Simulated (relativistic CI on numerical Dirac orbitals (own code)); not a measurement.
## Slater and spin-orbit integrals, Yb³⁴⁺

Calculated at this level of theory: Dirac-Coulomb-Breit CI, separate exchange-only KLI orbitals for each configuration, model QED (radiative potential, 1s self-energy scaled to tabulated hydrogen-like ionisation energies), unscaled Slater integrals (own radial code, finite nucleus).

Slater integrals F^k, G^k are unscaled and averaged over j, outside the closed core [Ar] 3d10; ζ comes from projecting the Hamiltonian with its Breit term on Σ l·s of the shell.

- 4s²4p⁵4d: ζ(4p) = 364720, F^2(4p,4d) = 222770, G^1(4p,4d) = 276390, G^3(4p,4d) = 177250, ζ(4d) = 45763 cm⁻¹; <r>(4p) = 0.4515, <r^2>(4p) = 0.2306, <r>(4d) = 0.4526, <r^2>(4d) = 0.234 (bohr units).
- 4s4p⁶4d: G^2(4s,4d) = 219090, ζ(4d) = 46018 cm⁻¹; <r>(4s) = 0.4398, <r^2>(4s) = 0.2174, <r>(4d) = 0.4527, <r^2>(4d) = 0.2342 (bohr units).
- 4s²4p⁵4f: ζ(4p) = 363670, F^2(4p,4f) = 226400, G^2(4p,4f) = 179190, G^4(4p,4f) = 132080, ζ(4f) = 7385.1 cm⁻¹; <r>(4p) = 0.4518, <r^2>(4p) = 0.2309, <r>(4f) = 0.4255, <r^2>(4f) = 0.2048 (bohr units).

Averages of the first 10 configurations, taken without configuration mixing, which lowers the lowest level and can move excited configurations by several eV; other configurations of the list can lie among them:

```
Configuration  Parity  States  Average energy above the lowest level (eV)
       4s²4p⁶    even       1                                         0.3
     4s²4p⁵4d     odd      60                                       174.6
      4s4p⁶4d    even      20                                       321.4
     4s²4p⁵4f    even      84                                       353.9
      4s4p⁶4f     odd      28                                       501.0
     4s²4p⁵5s     odd      12                                       590.1
      4p⁶4d4f     odd     140                                       824.3
       4p⁶4d²    even      45                                       646.7
       4p⁵4d³     odd     720                                       818.0
     4p⁵4d²4f    even    3780                                       993.3
```
